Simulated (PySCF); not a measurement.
An unknown gives this computed stick spectrum. The calculation used TDDFT B3LYP/def2-SVPD, vertical, gas phase, core orbitals frozen in the response in PySCF 2.14.0, density-fitted response routines. Geometries: GFN2-xTB, one conformer each.

```tsv
state	E (eV)	λ (nm)	f
S1	3.28	378.0	0.0004
S2	3.98	311.3	0.0019
S3	4.53	273.8	0.0003
S4	5.14	241.0	0.0004
S5	5.73	216.4	0.0004
S6	6.09	203.5	0.015
S7	6.11	202.8	0.0005
S8	6.23	199.2	0.062
```

**Question.** Which structure fits? All have the formula C4H7N3OSi.
A. `n1cn(cc1C=O)[SiH2]N`
B. `N#C[Si@@H]1NCCN1C=O`
C. `C=CC1=NNC(O[SiH3])=N1`
D. `CC(=O)C1=CN([SiH3])N=N1`
E. `O=C[SiH2]CC1=NC=NN1`

**Answer.** E. Its S1, at 3.28 eV, is the lowest among the candidates; the nearest of the others has S1 at 3.80 eV. S1 is HOMO-1→LUMO (72%), HOMO→LUMO (24%). Löwdin shares by element: HOMO nitrogen 39% or more, carbon 30% or more (atoms not listed hold the other 31%); LUMO carbon 42% or more, oxygen 35%, silicon 11%, hydrogen 6% or more. At the same level the other candidates give, for their lowest levels:
- `CC(=O)c1cn([SiH3])nn1`: 3.93 eV (f 0.000); 4.92 eV (f 0.000); 5.44 eV (f 0.004); 5.62 eV (f 0.153); 5.64 eV (f 0.101); T1 3.45 eV; HOMO -7.23, LUMO -1.74 eV
- `N#C[Si@@H]1NCCN1C=O`: 5.27 eV (f 0.017); 5.43 eV (f 0.001); 5.66 eV (f 0.014); 5.82 eV (f 0.010); 5.90 eV (f 0.014); T1 4.93 eV; HOMO -7.30, LUMO -1.07 eV
- `N[SiH2]n1cnc(C=O)c1`: 3.80 eV (f 0.000); 5.06 eV (f 0.195); 5.27 eV (f 0.000); 5.63 eV (f 0.001); 5.85 eV (f 0.000); T1 3.29 eV; HOMO -6.98, LUMO -1.60 eV
- `C=Cc1n[nH]c(O[SiH3])n1`: 5.47 eV (f 0.001); 5.54 eV (f 0.333); 5.80 eV (f 0.000); 6.14 eV (f 0.135); 6.25 eV (f 0.006); T1 3.50 eV; HOMO -6.53, LUMO -0.89 eV

Shape of the structure used: `[O:1]=[CH:2][SiH2:3][CH2:4][c:5]1[n:6][cH:7][n:8][nH:9]1`: O1–C2–Si3–C4 6°, C2–Si3–C4–C5 -69°, Si3–C4–C5–N6 -105°.
Triplets come from the Tamm–Dancoff approximation.
